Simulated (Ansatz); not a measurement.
Breaking the Se4–H5 bond in BH3Se (SMILES B[SeH]) (multiplicity 1 held, fragments rigid). Energies count from the point at 1.473 Å.
Geometry at that point (charge 0, multiplicity 1):
```xyz
5

B      0.450    -0.040    -1.503
H     -0.289    -0.560    -2.270
H      1.487     0.437    -1.819
Se    -0.132    -0.011     0.315
H      1.030     0.692     0.887
```

Signs of static correlation in cc-pVTZ, with CASSCF(4,3), from Ansatz (a quantum-chemistry and plane-wave program) runs.

```tsv
R (Å)	T1 of restricted CCSD	⟨S²⟩ of UHF	largest double amplitude of restricted CCSD	weight of the CASSCF reference in MRCISD	CASSCF natural occupations
1.179	0.016	0.000	0.050	0.900	2.00 1.99 0.01
1.326	0.017	0.000	0.051	0.900	2.00 1.98 0.02
1.473	0.017	0.000	0.051	0.899	2.00 1.97 0.03
1.621	0.018	0.000	0.051	0.898	2.00 1.96 0.04
1.768	0.018	0.000	0.056	0.898	2.00 1.94 0.06
1.989	0.020	…	0.127	0.898	2.00 1.89 0.11
2.210	0.023	0.633	0.212	0.897	2.00 1.81 0.19
2.578	0.030	0.885	0.356	0.898	2.00 1.63 0.37
2.947	…	0.969	0.500	0.898	2.00 1.43 0.57
3.389	0.047	1.001	0.648	0.898	2.00 1.24 0.76
3.978	0.052	1.012	0.775	0.898	2.00 1.10 0.90
4.715	0.052	1.014	0.848	0.898	2.00 1.03 0.97
```

Task: Fill in the missing entries.

Result: 
- 1.989, ⟨S²⟩ of UHF: 0.262
- 2.947, T1 of restricted CCSD: 0.038

Doubts at one or more of the structures used: active orbitals that take no part (SC-NEVPT2 on CASSCF(4,3)/cc-pVTZ); a restricted determinant that unrestricted orbitals would lower (R-CCSD(T)/cc-pVTZ); other coupled-cluster roots lie near (R-CCSD(T)/cc-pVTZ); T1 above 0.05 (R-CCSD(T)/cc-pVTZ, U-CCSD(T)/cc-pVTZ); a spin-contaminated determinant (U-CCSD(T)/cc-pVTZ).
